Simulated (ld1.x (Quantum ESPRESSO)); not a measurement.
Which change was made? (Br, TM)

* Element: bromine
* Generator: ld1.x (Quantum ESPRESSO) 7.5
* Type: norm-conserving Troullier–Martins (Kleinman–Bylander form)
* Functional: PBE
* Relativity: scalar-relativistic
* Frozen core: [Ar] 3d10
* Valence charge: 7
* Reference configuration: 4s1.5 4p5.5
* Partial waves: 4p (bound): rc 1.15 bohr; 4d channel at 0.35 Ry: rc 0.95 bohr; 4s (bound): rc 1.25 bohr
* Local potential: the s channel
* Core correction: a·sin(br)/r model core, default radius (core density twice the valence density)

Cutoffs, loose and tight: the cutoffs (Ry, on a coarse ladder) from which the occupation-weighted sum of valence levels, in a spherical-Bessel basis at the reference potential, stays within 10 and 1 mRy of its value at 400 Ry. They do not see the model core or the augmentation charge, which bear on the density cutoff. Test errors are all-electron minus pseudo excitation energies from the reference, over the configurations 4s2 4p5; 4s2 4p4; 4s2 4p3; 4s2 4p1; 4s2 4p4.5; 4s2 4p2; 4s2 4p5.3; variants that change the core or the reference have their own tests. The largest error is taken over the tests solved by every variant that gives reliable tests at all, those not shown here included: 4s2 4p1; 4s2 4p2; 4s2 4p3; 4s2 4p4; 4s2 4p4.5; 4s2 4p5.3.

The base gives: outcome: generated; cutoff, loose: 100 Ry; cutoff, tight: 300 Ry; bound ghosts: p; largest test error (meV): -155.

(1) After one change the result is: outcome: generated; cutoff, loose: 100 Ry; cutoff, tight: 260 Ry; bound ghosts: s; largest test error (meV): -33. Which change was it?
A. wave 4d channel at 0.35 Ry: rc 0.95 bohr becomes 4d channel at 0.35 Ry: rc 0.66 bohr
B. local potential the p channel
C. all radii but the core radius scaled by about 1.20 (s 1.50, p 1.38, d 1.14 bohr)
D. wave 4s (bound): rc 1.25 bohr becomes 4s (bound): rc 0.84 bohr
E. fully relativistic

Answers

(1) B. The others give: wave 4d channel at 0.35 Ry: rc 0.95 bohr becomes 4d channel at 0.35 Ry: rc 0.66 bohr → outcome: generated; cutoff, loose: 100 Ry; cutoff, tight: 300 Ry; bound ghosts: p, d; largest test error (meV): -155 | all radii but the core radius scaled by about 1.20 (s 1.50, p 1.38, d 1.14 bohr) → outcome: generated; cutoff, loose: 50 Ry; cutoff, tight: 100 Ry; bound ghosts: p, d; largest test error (meV): -86 | fully relativistic → outcome: generated; cutoff, loose: 100 Ry; cutoff, tight: 260 Ry; bound ghosts: p3/2; largest test error (meV): +47 | wave 4s (bound): rc 1.25 bohr becomes 4s (bound): rc 0.84 bohr → outcome: generated; cutoff, loose: 300 Ry; cutoff, tight: over 300 Ry; bound ghosts: p; largest test error (meV): +415.
